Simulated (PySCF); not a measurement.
GeH, SMILES [GeH] (connectivity only; charge and spin as stated), charge +1, multiplicity 1. Geometry optimised at PBE0-D3(BJ)/def2-TZVPD. The spin state was assumed, not searched.

TDA-B3LYP/def2-TZVPD (PySCF) puts the lowest singlet excitations at 3.28, 3.28, 9.50, 10.44, 10.44, 10.82 eV.

Task: What are the lowest excitation roots from ADC(3)/aug-cc-pVDZ run with PySCF? (An estimate is asked for; the answer gives what the named calculation found.)

Result: 3.15, 3.15, 7.38, 9.45, 9.45, 9.58 eV. S1 differs by -0.13 eV (second minus first; roots are paired by order, and the bases may differ).
